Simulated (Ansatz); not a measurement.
A series at Ge: from `[SiH3][GeH]([SiH3])[SiH3]`, ligands are replaced one by one, each step taking up H₂O and setting free SiH₄; n counts the steps. Ansatz, PBE0-D4/def2-TZVP geometries. Each molecule was computed in one conformer, which needn't be the lowest.

CBS adds triple-zeta CCSD(T) − MP2 to the MP2 limit, frozen cores; atoms without spin–orbit coupling. Outer-core shells of Ge are correlated without core-valence functions. Scalar relativity is left out up to krypton. Spin–orbit coupling is left out.

```
n                     molecule  atomization energy, CCSD(T)/CBS (kJ/mol)
0  `[SiH3][GeH]([SiH3])[SiH3]`                                         ?
1    `[OH][GeH]([SiH3])[SiH3]`                                    3562.4
2      `[OH][GeH]([OH])[SiH3]`                                    3197.8
3        `[OH][GeH]([OH])[OH]`                                    2857.6
```

Q: By hand: fit a straight line y = ȳ + b (n − n̄) to the 3 given rows and predict n = 0.

A: n̄ = 2.000, ȳ = 3205.93; Σ(n − n̄)(y − ȳ) = -704.80, Σ(n − n̄)² = 2.000, so b = -352.40 kJ/mol a step. Prediction: 3205.93 + (-352.40) × (-2.000) = 3910.7 kJ/mol.

Q: By hand: compare with the computed value, 3968.2 kJ/mol, and give the steps along the whole series.

A: The line misses by 57.5 kJ/mol (computed minus predicted). Steps: -405.8, -364.6, -340.2 kJ/mol.

The steps shrink at each stage, from -405.8 to -340.2 kJ/mol, so the series is curved and an end member is harder to predict than an inner one. The miss is 5.2 % of the series' range. The energies themselves are unsure by some kJ/mol a bond, though much of that is common to the series.
